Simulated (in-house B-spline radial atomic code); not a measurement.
Ba⁺. Computed with a B-spline radial atomic code. Model: non-relativistic spherical atom: semilocal Troullier-Martins pseudo-atom, one channel per l, against all electrons, high spin, G0W0 and RPA with empty states to l = 8, local potential for every l without a channel, a model core (radius 0 = none) keeps its share of the functional.

Without relativity these are model numbers for so heavy an element.

What the tables leave out is listed at the end.

The pseudopotential gives back the lowest level of each angular momentum of its own functional in the configuration it was made in; a second state of the same l is only approximately right. Exact exchange, RPA and GW see the smooth pseudo-orbitals and miss the exchange with the core, for which the functional's share stands in. The column with an uncorrelated core keeps all orbitals and exact exchange, and so separates missing core correlation from pseudisation. Only the three outermost levels and the lowest empty one were computed. RPA here is direct RPA, with no exchange kernel, and its energies carry an (l + 1/2)⁻⁴ tail. A hybrid on a potential with a model core restores only its own semilocal share of the core's exchange.

Command:
```bash
python run_psgw.py task.json out
```
Settings (lengths in bohr, energies in hartree):
```
Z                      56
electrons              55
configuration          [Xe] 6s1
generated_in           [Xe] 6s2
functional             pbe,pbe
core_shells            8
radius_factor          1
core_correction        False
ion_configuration      [Kr] 4d10 5s2 5p6
```

Time taken, with all properties: 76 s on 1 thread of Arm Neoverse N1, with other jobs on the host.

Given: made with PBE; model core radius 0 bohr; local radius 0.844 bohr; mean-field start PBE0.

Valence shells of the generating configuration: 4d, 5s, 5p, 6s.

Channel: s 1.544, p 1.678, d 0.697 (radii in bohr).

Computed: largest level miss in the spin-unpolarised generating configuration 0.033 eV; valence RPA correlation energy pseudo -1.4327 hartree; pseudo-atom RPA polarisability 74.993 bohr³; ionisation by mean-field all-electron 9.6691 eV; ionisation by mean-field pseudo minus all 0.079 eV; ionisation by RPA all-electron 10.064 eV; ionisation by RPA pseudo minus all 0.102 eV.

```
level  occupied  mean-field all-electron (eV)  mean-field pseudo minus all (eV)  G0W0 all-electron (eV)  G0W0 uncorrelated core minus all (eV)  G0W0 pseudo minus all (eV)  exchange self-energy all-electron (eV)  exchange self-energy pseudo (eV)
6s up         1                       -8.0861                            -0.064                 -10.093                                   0.01                       -0.14                                 -6.9161                           -6.7282
```

(1) What is the all-electron RPA polarisability, core included?

(2) What is the valence RPA correlation energy all-electron orbitals?

Given: mean-field start Hartree-Fock.

Computed: valence RPA correlation energy all-electron orbitals -0.98171 hartree; valence RPA correlation energy pseudo -1.277 hartree; pseudo-atom RPA polarisability 57.849 bohr³; ionisation by mean-field all-electron 9.0663 eV; ionisation by mean-field pseudo minus all 0.078 eV; ionisation by RPA all-electron 9.7711 eV.

| level | occupied | mean-field all-electron (eV) | mean-field pseudo minus all (eV) | G0W0 all-electron (eV) | G0W0 uncorrelated core minus all (eV) | G0W0 pseudo minus all (eV) | exchange self-energy all-electron (eV) | exchange self-energy pseudo (eV) |
| --- | --- | --- | --- | --- | --- | --- | --- | --- |
| 6s up | 1 | -9.0931 | -0.075 | -9.9185 | 0.009 | -0.059 | -6.4361 | -6.2845 |
| 5p down | 1 | -29.717 | -0.883 | -30.267 | 0.027 | -0.304 | -22.748 | -22.233 |
| 5p up | ? | ? | ? | ? | ? | ? | ? | ? |
| 6s down (empty) | 0 | -4.0156 | -0.042 | -4.9311 | 0.006 | -0.03 | -0.79601 | -0.67086 |

(3) What belongs in the row 5p up?

(4) What is the all-electron RPA polarisability, core included?

(5) What is the ionisation by RPA pseudo minus all?

## Answers

(1) 76.441 bohr³.

(2) -1.1322 hartree.

(3) occupied: 1; mean-field all-electron (eV): -29.811; mean-field pseudo minus all (eV): -0.895; G0W0 all-electron (eV): -30.344; G0W0 uncorrelated core minus all (eV): 0.027; G0W0 pseudo minus all (eV): -0.313; exchange self-energy all-electron (eV): -22.751; exchange self-energy pseudo (eV): -22.269.

(4) 58.903 bohr³.

(5) 0.091 eV.

Among the listed levels the largest G0W0 shift of the pseudo-atom is -0.31 eV, for 5p up on the Hartree-Fock start, while leaving the core uncorrelated moves that level by +0.03 eV. So pseudisation and the lost core exchange, not the missing core correlation, make the error. Not in the tables (levels of low weight, unsolved or above zero; the highest and the empty levels are kept at any weight): the PBE start was refused, since an empty level lay at or below an occupied one; on PBE0 the G0W0 levels 5p down (pseudo minus all -0.58 eV, weights 0.74 and 0.78), 5p up (pseudo minus all -0.57 eV, weights 0.72 and 0.76), 5d up (pseudo minus all +0.28 eV, weights 0.59 and 0.62).
